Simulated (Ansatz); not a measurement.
Two members of one family ([Ln(NH3)6]3+), computed with Ansatz in the gas phase; def2 core potentials for Eu, Gd, no spin–orbit coupling. The two geometries come from different levels. HOMO and LUMO are taken over both spins. With an open 4f shell the SCF may have ended above the lowest state. The structures are stationary points that may keep the symmetry of their start. Remarks come from the PBE and PBE0 runs and from stability tests at other levels; not every state was tested.

First: [Eu(NH3)6]3+ (septet, charge 3, PBE-D4/def2-SVP geometry).

```xyz
25

Eu    0.001    0.001    0.000
N     1.547    0.672   -1.981
H     2.282    1.370   -1.765
H     1.042    1.089   -2.787
H     2.075   -0.115   -2.404
N    -1.546   -0.684    1.977
H    -2.305   -1.352    1.747
H    -2.043    0.105    2.431
H    -1.047   -1.143    2.763
N     0.371    2.446    0.808
H     1.231    2.576    1.374
H    -0.383    2.817    1.418
H     0.458    3.162    0.063
N    -0.383   -2.447   -0.793
H    -0.381   -3.170   -0.050
H     0.317   -2.794   -1.476
H    -1.289   -2.597   -1.277
N     2.187   -0.930    1.062
H     3.066   -0.578    0.639
H     2.294   -1.960    1.028
H     2.293   -0.706    2.070
N    -2.175    0.944   -1.073
H    -3.055    0.682   -0.592
H    -2.329    0.634   -2.051
H    -2.228    1.977   -1.132
```

```
               level  HOMO (eV)  LUMO (eV)  gap (eV)
     PBE-D4/def2-SVP     -18.86     -18.49      0.37
    PBE-D4/def2-TZVP     -18.93     -18.55      0.38
 r2SCAN-D4/def2-TZVP     -19.51     -18.64      0.87
r2SCANh-D4/def2-TZVP     -20.32     -18.22      2.10
    PBE0-D4/def2-SVP     -21.00     -17.54      3.46
```

Metal–donor distances: 6 × N 2.60 Å. Remarks: spin-contaminated (⟨S²⟩ up to 12.23).

Second: [Gd(NH3)6]3+ (octet, charge 3, r2SCAN-D4/def2-SVP geometry).

| atom | x (Å) | y (Å) | z (Å) |
| --- | --- | --- | --- |
| Gd1 | -0.0009 | -0.0019 | 0.0017 |
| N2 | -0.1076 | -0.1212 | 2.5277 |
| H3 | -0.0527 | -1.0695 | 2.9285 |
| H4 | -0.9650 | 0.2569 | 2.9550 |
| H5 | 0.6380 | 0.3811 | 3.0317 |
| N6 | 0.1191 | 0.1443 | -2.5213 |
| H7 | 0.0074 | 1.0900 | -2.9170 |
| H8 | -0.5856 | -0.4036 | -3.0365 |
| H9 | 1.0051 | -0.1743 | -2.9424 |
| N10 | -0.9026 | -2.3607 | -0.1539 |
| H11 | -0.1912 | -3.1062 | -0.1903 |
| H12 | -1.4862 | -2.5642 | -0.9783 |
| H13 | -1.5039 | -2.6586 | 0.6291 |
| N14 | 0.8990 | 2.3608 | 0.1244 |
| H15 | 1.6093 | 2.6022 | -0.5829 |
| H16 | 1.3612 | 2.6186 | 1.0085 |
| H17 | 0.1994 | 3.1078 | 0.0080 |
| N18 | 2.3588 | -0.9107 | 0.0874 |
| H19 | 2.6211 | -1.3740 | 0.9700 |
| H20 | 3.1082 | -0.2139 | -0.0345 |
| H21 | 2.5928 | -1.6218 | -0.6212 |
| N22 | -2.3683 | 0.8880 | -0.0633 |
| H23 | -2.6660 | 1.2868 | -0.9667 |
| H24 | -2.5820 | 1.6469 | 0.6016 |
| H25 | -3.1071 | 0.1971 | 0.1346 |

**Question.** What does the change do? Estimate second minus first.

**Answer.** 
```csv
level,Δ HOMO (eV),Δ LUMO (eV),Δ gap (eV)
PBE-D4/def2-SVP,-0.73,2.28,3.01
PBE-D4/def2-TZVP,-0.72,2.20,2.93
r2SCAN-D4/def2-TZVP,-0.52,4.24,4.76
r2SCANh-D4/def2-TZVP,-0.30,4.78,5.08
PBE0-D4/def2-SVP,-0.23,4.69,4.92
```

Metal–donor distances: 6 × N 2.53 Å.
